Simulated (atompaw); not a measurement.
chlorine (Cl): PAW (atompaw) pseudisation with PBE, scalar-relativistic reference atom.

The input file (atompaw 4.2.0.5):

```
Cl 17
GGA-PBE scalarrelativistic loggrid 1500 logderivrange -21 5 261
3 3 0 0 0 0
3 1 5
0 0 0
c
v
v
v
v
2
0.80 0.70 0.70 0.80
n
n
y
-0.15
n
custom rrkj vanderbiltortho sinc
3 0.5 vpsmatchnc
0.75
0.80
0.50
0.60
0.80
PWSCFOUT
UPFDX 0.0125d0 UPFXMIN -7.d0 UPFZMESH 17.d0
END
```

Command:

```bash
atompaw < Cl.input > Cl.log
```

Output (summary file):

```
[... start of the log left out ...]
 Total energy
   Total                    :     -922.86664883100980
   Valence                  :     -384.53685579037813

 PAW parameters:
       lmax =            2
         rc =   0.80191623003186829
        irc =          927
   rc_shape =   0.70515335370480903
    rc_vloc =   0.70515335370480903
    rc_core =   0.80191623003186829
   Vloc: VPS match (norm-conservation) with l= 3;e=   5.0000E-01
   Projector type: RRKJ pseudization + Vanderbilt ortho.
   Sinc^2 compensation charge shape zeroed at   7.0515E-01

 Number of basis functions     5
 No.   n  nodes  l      Energy         Cp coeff         Occ
  1    2    1    0   -0.1857289E+02 -0.2930371E+00  0.2000000E+01
  2    3    2    0   -0.1520835E+01 -0.5183185E+00  0.2000000E+01
  3    2    0    1   -0.1408450E+02 -0.8013135E+00  0.6000000E+01
  4    3    1    1   -0.6317338E+00 -0.7883087E+01  0.5000000E+01
  5  999    0    2   -0.1500000E+00 -0.2892865E+02  0.0000000E+00

 Eigenvalues of overlap operator (in the basis of projectors):
    1       -4.77097107E-02
    2        1.95197868E+00
    3        1.73905117E+01
    4        1.82593128E+02
    5        1.00118788E+03

The overlap operator has at least one negative eigenvalue!
It might be not positive definite...
Program is stopping.
This probably means that your projectors are too similar
or that your PAW basis is incomplete.
Advice: try to change your input parameters (f.i. : reference energies).
```

The run stopped because the overlap operator built from these waves and projectors is not positive definite.

The run took about 0.64 s on one core of a shared server CPU.
